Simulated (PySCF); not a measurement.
Compound: C5H6OS.
SMILES with atom numbers: `[CH3:1][O:2][c:3]1[cH:4][cH:5][cH:6][s:7]1` (hydrogens: H8, H9, H10 on C1; H11 on C4; H12 on C5; H13 on C6)

Computed with PySCF at PBE0/pcSseg-1 and PBE0/def2-SVPD, non-relativistic, on one gas-phase PBE0-D3(BJ)/def2-SVP geometry that isn't relaxed in the solvent. The solvent is an IEF-PCM continuum (van der Waals radii × 1.2). Only the electrostatic response of the medium enters.

Gas phase at PBE0/pcSseg-1: HOMO -6.04 eV, LUMO 0.01 eV, dipole 1.17 D.

Q: What does the continuum do to the energy, the frontier levels and the dipole at PBE0/pcSseg-1 in cyclohexane, chloroform and acetone?

A: 
| solvent | ε | E(solvent) − E(gas) (kcal/mol) | polarisation term (kcal/mol) | distortion of the solute (kcal/mol) | HOMO (eV) | LUMO (eV) | dipole (D) |
| --- | --- | --- | --- | --- | --- | --- | --- |
| cyclohexane | 2.017 | -1.71 | -1.78 | 0.07 | -6.07 | -0.02 | 1.29 |
| chloroform | 4.711 | -3.14 | -3.38 | 0.24 | -6.12 | -0.07 | 1.39 |
| acetone | 20.49 | -4.21 | -4.66 | 0.45 | -6.16 | -0.11 | 1.47 |

The polarisation term is half the interaction of the solute with the surface charges that it induces; the rest is the cost of distorting the solute's density. The sum is the electrostatic part of solvation alone. From cyclohexane to acetone the lowering changes by a factor 2.46, Onsager's factor (ε − 1)/(2ε + 1) by 2.30 and ε itself by 10.2.

Q: Which radius a makes the point-dipole formula ΔE = −[(ε − 1)/(2ε + 1)]·μ²/a³ give the value in acetone, with the gas-phase dipole?

A: μ = 0.460 au and |ΔE| = 0.00671 Eh give a = 1.29 Å; the farthest nucleus lies 3.40 Å from the centroid of the nuclei, so such a sphere wouldn't even hold the nuclei. The formula assumes a rigid point dipole at the centre of a sphere.

Q: Which Hirshfeld charges (PBE0/pcSseg-1) respond most in acetone (means over atoms taken as equivalent)?

A: 
| atoms | environment | gas (e) | solvent (e) | change |
| --- | --- | --- | --- | --- |
| C4 | aromatic CH carbon | -0.109 | -0.119 | -0.010 |
| O2 | aryl ether oxygen | -0.105 | -0.114 | -0.009 |
| H13 | aromatic hydrogen | +0.052 | +0.060 | +0.008 |
| C5 | aromatic CH carbon | -0.074 | -0.081 | -0.007 |
| C3 | aromatic carbon bearing oxygen | +0.046 | +0.039 | -0.007 |
| H8/H9/H10 | methyl hydrogen | +0.046 | +0.053 | +0.007 |

Q: Which Mayer bond orders change most in acetone?

A: 
```csv
bond,length (Å),gas,solvent,change
C1–O2,1.403,0.903,0.884,-0.019
C3–C4,1.372,1.539,1.529,-0.010
O2–C3,1.337,1.018,1.024,+0.006
C5–C6,1.367,1.597,1.591,-0.006
C6–S7,1.726,1.120,1.115,-0.005
C4–C5,1.423,1.262,1.258,-0.004
C1–H10,1.097,0.969,0.965,-0.004
S7–C3,1.745,1.127,1.125,-0.002
```

Q: How do the nuclear quadrupole coupling constants eQVzz/h respond in acetone?

A: 
```
  nucleus  Q (barn)  gas (MHz)  solvent (MHz)  η gas  η solvent
17O at O2   -0.0256     -11.67         -11.50   0.75       0.74
33S at S7  -0.06781     -30.51         -30.38   0.70       0.68
```

Gas phase at PBE0/def2-SVPD: HOMO -6.08 eV, LUMO -0.09 eV, dipole 0.99 D.

Q: What does the continuum do to the energy, the frontier levels and the dipole at PBE0/def2-SVPD in chloroform and acetone?

A: 
```json
{"solvent": "chloroform", "ε": "4.711", "E(solvent) − E(gas) (kcal/mol)": "-2.94", "polarisation term (kcal/mol)": "-3.21", "distortion of the solute (kcal/mol)": "0.27", "HOMO (eV)": "-6.14", "LUMO (eV)": "-0.15", "dipole (D)": "1.20"}
{"solvent": "acetone", "ε": "20.49", "E(solvent) − E(gas) (kcal/mol)": "-3.97", "polarisation term (kcal/mol)": "-4.47", "distortion of the solute (kcal/mol)": "0.50", "HOMO (eV)": "-6.17", "LUMO (eV)": "-0.19", "dipole (D)": "1.27"}
```

Q: How does the static polarisability (PBE0/def2-SVPD, frozen core, with the continuum's full static response) change?

A: 
```
    medium  isotropic (au)  principal values (au)  ⟨r²⟩ of the electrons (bohr²)
       gas            80.5      54.1, 84.5, 103.0                          850.1
chloroform           102.0     68.4, 109.7, 127.9                          849.0
   acetone           111.0     76.0, 120.1, 136.8                          848.6
```

The isotropic value in acetone is 1.38 times the gas-phase one; no cavity-field correction is applied. ⟨r²⟩ is taken about the centre of nuclear charge.

Rough CPU time on one thread of a shared machine: about 30 s. This is the whole shielding run at PBE0/pcSseg-1 in acetone, SCF included.

Shape of the structure used: `[CH3:1][O:2][c:3]1[cH:4][cH:5][cH:6][s:7]1`: C1–O2–C3–C4 179°.
